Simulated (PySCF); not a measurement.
Species: C₈H₁₃ClO.
Atom-mapped SMILES: `[CH3:1][CH2:2][C@@H:3]1[CH2:4][CH2:5][CH2:6][C@@H:7]1[C:8](=[O:9])[Cl:10]`

Probes without a nucleus sit at each ring's centroid and 1 Å off its mean plane on both sides; NICS is minus the shielding there, NICSzz its component along the normal. Level: GIAO PBE0/pcSseg-1 (PySCF, non-relativistic, gas phase) on the GFN2-xTB geometry, one conformer.

Ring bond lengths (Å), with Mayer bond orders in brackets: C3–C4 1.532 (1.00), C4–C5 1.537 (1.04), C5–C6 1.536 (1.02), C6–C7 1.537 (1.02), C7–C3 1.547 (0.96).

Question: What do the NICS probes read (ppm)?

Answer: 
```json
{"ring": "C3–C4–C5–C6–C7", "type": "5-membered carbocycle; formal bonds all single", "NICS(0)": "-5.2", "NICS(1), two faces": "-3.2 / -3.7", "NICS(1)zz, two faces": "-5.8 / -4.3", "rms pucker (Å)": "0.18", "centre to ring atoms, mean (Å)": "1.29"}
```

Question: What do they say, and how far can they be read as aromaticity?

Answer: 
- C3–C4–C5–C6–C7: mean NICS(1)zz -5.0 ppm, shielded. C3, C4, C5, C6, C7 have four or more neighbours; no verdict on aromaticity is drawn.

Question: What is the mean of the two in-plane components of NICS at the second NICS(1) probe listed for ring C3–C4–C5–C6–C7, 1 Å off the ring?

Answer: The isotropic value is a third of the trace: (3 × -3.7 − (-4.3))/2 = -3.4 ppm.

Question: How shielded are the nuclei of the rings and their hydrogens (means over atoms taken as equivalent)?

Answer: 
```csv
atoms,environment,σ isotropic (ppm),"principal values of the symmetric part, first atom (ppm)"
C3,sp3 CH carbon,133.3,"105.4, 139.0, 155.6"
C4,ring CH2 carbon,153.4,"119.4, 161.3, 179.6"
C5,ring CH2 carbon,161.9,"131.3, 176.5, 177.8"
C6,ring CH2 carbon,151.9,"124.4, 157.0, 174.1"
C7,sp3 carbon next to a carbonyl,124.5,"107.0, 115.3, 151.3"
H on C3,methine hydrogen,29.85,"26.1, 29.1, 34.4"
H on C4,methylene hydrogen,29.89,"24.7, 28.3, 36.6"
H on C4,methylene hydrogen,30.02,"26.4, 29.0, 34.6"
H on C5,methylene hydrogen,29.91,"24.6, 27.5, 37.6"
H on C5,methylene hydrogen,29.63,"25.4, 26.8, 36.7"
H on C6,methylene hydrogen,29.66,"25.1, 28.0, 35.9"
H on C6,methylene hydrogen,29.98,"24.7, 28.0, 37.3"
H on C7,methine hydrogen,28.32,"25.2, 27.5, 32.3"
```
